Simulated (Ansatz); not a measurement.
The cluster Sr2Se⁺, relaxed as a doublet with UKS B3LYP-D4/def2-TZVP in Ansatz, starting from the GFN2-xTB geometry. Force threshold 0.02 eV/Å.

In the def2 sets Sr takes a core potential; there is no spin–orbit coupling. The relaxation made no stability test and no search for a lower SCF solution. The structure comes from a short search, and lower isomers may exist.

Start:

Cartesian coordinates in Å:
```
Sr 0.3655 0.1046 1.9260
Sr -0.6725 -1.3526 -1.2334
Se 0.3070 1.2480 -0.6926
```

Question: Estimate the energy that the relaxation releases and the steps that it takes.

Answer: 0.36 eV, in 17 steps; 32 s on 4 threads of Arm Neoverse V2 on a shared host. The force fell under the threshold at step 4, but the optimiser went on and released 0.166 eV more. No frequencies were taken in this run, so the end may be a saddle point.

Question: Does the start keep its bonding?

Answer: By distances, no bond broke or formed, bridged metal pairs apart. The bond that changes most is Sr1–Se3, from 2.86 to 2.74 Å (atoms count from 1). Metal–metal contacts that move far: Sr1–Sr2 3.63 to 5.46 Å.

Question: Predict the relaxed structure.

Answer: 
| atom | x (Å) | y (Å) | z (Å) |
| --- | --- | --- | --- |
| Sr1 | 0.765 | 1.034 | 2.409 |
| Sr2 | -0.799 | -1.173 | -2.334 |
| Se3 | 0.034 | 0.139 | -0.076 |
Bond lengths (bridged metal pairs left out): 2 × Se–Sr 2.74 Å.
